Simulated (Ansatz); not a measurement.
Consider the formal exchange of groups at a Ge–S bond: `C[O][GeH]([SH])[Cl]` + `CNCNC` → `C[NH][GeH]([Cl])[O]C` + `CNCS`.

Program: Ansatz. Geometries: PBE0-D4/def2-TZVP. ΔE: electronic, gas phase. CBS: MP2 limit from def2 TZ/QZ plus the TZ coupled-cluster correction, frozen cores. Functionals use def2-TZVPP. For Ge outer-core shells are correlated without core-valence functions, which leaves a few kJ/mol of doubt a bond. Scalar relativity is left out up to krypton. One conformer a species, not always the lowest.

| level | ΔE (eV) |
| --- | --- |
| PBE0-D4 | 0.44 |
| ωB97X-V | 0.39 |
| PBE0 | 0.44 |
| CCSD/def2-TZVPP | 0.36 |

(1) What does CCSD(T)/CBS give? (Estimate.)

Largest T1 diagnostic among the species: 0.011.

## Answers

(1) Computed: +0.35 eV. The listed levels differ from it by 0.09, 0.04, 0.09, 0.01 eV.
